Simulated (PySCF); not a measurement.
**Dipole moment and polarisability across levels of theory**

Species: p-toluidine, C7H9N.
Atom-mapped SMILES: `[CH3:1][c:2]1[cH:3][cH:4][c:5]([NH2:6])[cH:7][cH:8]1` (hydrogens: H9, H10, H11 on C1; H12 on C3; H13 on C4; H14, H15 on N6; H16 on C7; H17 on C8)

PySCF, dipoles from the SCF density, polarisabilities from static response with core orbitals frozen. Geometry: PBE0-D3(BJ)/def2-SVP; no solvent, vibrations or thermal averaging.

The anisotropy is √(½[(α1 − α2)² + (α2 − α3)² + (α3 − α1)²]).

| level | μ (D) | α (au) | anisotropy (au) |
| --- | --- | --- | --- |
| LDA/def2-SVPD | 1.511 | 97.05 | 65.62 |
| PBE/def2-SVPD | 1.514 | 96.04 | 65.42 |
| B3LYP/def2-SVPD | 1.432 | 93.83 | 61.92 |
| PBE0/def2-SVPD | 1.439 | 92.86 | 61.21 |
| BHandHLYP/def2-SVPD | 1.366 | 90.85 | 58.01 |
| CAM-B3LYP/def2-SVPD | 1.383 | 92.24 | 59.44 |
| wB97X-D/def2-SVPD | 1.387 | 92.44 | 58.87 |
| LC-wPBE/def2-SVPD | 1.370 | 89.99 | 57.32 |
| HF/def2-SVPD | 1.321 | 88.15 | 53.25 |
| PBE0/6-31G* | 1.635 | 76.89 | 68.79 |
| PBE0/def2-SVP | 1.628 | 81.02 | 63.81 |
| PBE0/6-31+G* | 1.475 | 89.47 | 57.93 |
| PBE0/aug-cc-pVDZ | 1.400 | 95.55 | 61.23 |

The dipole runs from 1.32 D (HF/def2-SVPD) to 1.63 D (PBE0/6-31G*). No reference polarisability is at hand; against PBE0 in the largest diffuse basis at hand (aug-cc-pVDZ) the other PBE0 rows deviate by 6-31G* -20%, def2-SVP -15%, 6-31+G* -6%, def2-SVPD -3%. In one basis (def2-SVPD) the functionals order the polarisability from HF (lowest) to LDA (highest), a spread of 10%. With PBE0 the polarisability is 78.95 au without diffuse functions (mean of 6-31G* and def2-SVP) and 92.63 au with them (mean of 6-31+G*, def2-SVPD and aug-cc-pVDZ).
